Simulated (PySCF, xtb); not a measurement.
AsH₃, SMILES [AsH3] (connectivity only; charge and spin as stated), charge +1, multiplicity 2.

Harmonic wavenumbers (cm⁻¹) from GFN2-xTB run with xtb 6.7.1 at its own minimum, in rising order: 751, 807, 808, 1922, 1940, 1941.

Task: What does PySCF 2.14.0 with r2SCAN-D4/def2-TZVPD give at its own minimum? (The exact figures need the calculation; the answer reports its results.)

Result: 661, 924, 924, 2286, 2355, 2355. Paired by order, the mean absolute difference is 252 cm⁻¹ and the zero-point energies are 11.7 and 13.6 kcal/mol.
